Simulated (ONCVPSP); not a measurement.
**Zr (Z = 40): one change to an ONCV potential, before and after**

| Property | Result |
| --- | --- |
| Element | Zr (Z = 40) |
| Generator | ONCVPSP 4.0.1 |
| Type | optimised norm-conserving Vanderbilt (ONCV) |
| Functional | LDA (Perdew-Zunger) |
| Relativity | scalar-relativistic |
| Frozen core | [Ar] 3d10 |
| Valence charge | 12 |
| Reference configuration | 4s2 4p6 4d2 5s1.75 (charge +0.25) |
| Partial waves | 4s+5s: rc 2.00 bohr, ncon 3, nbas 6, qcut 5.9 1/bohr, 2 projectors; 4p: rc 1.25 bohr, ncon 4, nbas 8, qcut 7.3 1/bohr, 1 projector; 4d: rc 2.05 bohr, ncon 4, nbas 8, qcut 4.5 1/bohr, 2 projectors, debl 3.5 Ha |
| Local potential | polynomial inside 0.95 bohr (lpopt 5, dvloc0 1 Ha) |
| Core correction | Teter function, fcfact 5, rcfact 1.4 |

All-electron outer shells of the reference configuration (LDA (Perdew-Zunger), scalar-relativistic, ld1.x):

| shell | level (eV) | outermost node (bohr) | outermost maximum (bohr) |
| --- | --- | --- | --- |
| 3d | -176.51 | – | 0.35 |
| 4s | -56.08 | 0.55 | 1.08 |
| 4p | -34.07 | 0.56 | 1.17 |
| 5s | -5.94 | 1.46 | 3.08 |
| 4d | -5.25 | 0.58 | 1.61 |

Change: d: rc 2.5.

Cutoffs: the cutoffs (Ha) at which the residual kinetic energy of the hardest occupied pseudo-wave falls to 1 and 0.1 mHa per electron; they do not see the model core or the augmentation charge, which bear on the density cutoff. Errors are all-electron minus pseudo energies relative to the spin-unpolarised reference configuration.

Task: How do hardness, ghosts and transferability respond?

Result: The potential gets neither clearly harder nor softer (25 Ha and 67 Ha → 25 Ha and 67 Ha); the p channel sets the loose cutoff, while the largest relative change is in d, which becomes softer; the errors of the 4 common tests hardly move; neither file shows a bound ghost.

| quantity | base | changed |
| --- | --- | --- |
| cutoff, loose | 25 Ha | 25 Ha |
| cutoff, tight | 67 Ha | 67 Ha |
| loose cutoff by channel | s 11 Ha, p 25 Ha, d 20 Ha | s 11 Ha, p 25 Ha, d 9.6 Ha |
| bound ghosts | none | none |
| GHOST(+) flags under 300 eV | s at 24.5 eV | s at 24.5 eV, d at 298.8 eV |
| error for 4s2 4p6 4d2 5s2, meV [ΔE -1.32 eV] | +0.2 | +0.2 |
| error for 4s2 4p6 4d2 5s1, meV [ΔE 6.04 eV] | -1.2 | -1.2 |
| error for 4s2 4p6 4d2 5s0, meV [ΔE 19.28 eV] | -7.4 | -8.1 |
| error for 4s2 4p6 4d2 5s0 5p1, meV [ΔE 9.85 eV] | +42 | +41 |
| s: phases at 2.03 bohr within 0.05 rad from the reference energy up to (Ha; the scan ends near 5) | 0.7 | 0.7 |
| p: phases at 1.27 bohr within 0.05 rad from the reference energy up to (Ha; the scan ends near 5) | 2.0 | 2.0 |
| rms error of d²Exc/dni dnj with the model core, mHa | 0.94 | 1.00 |
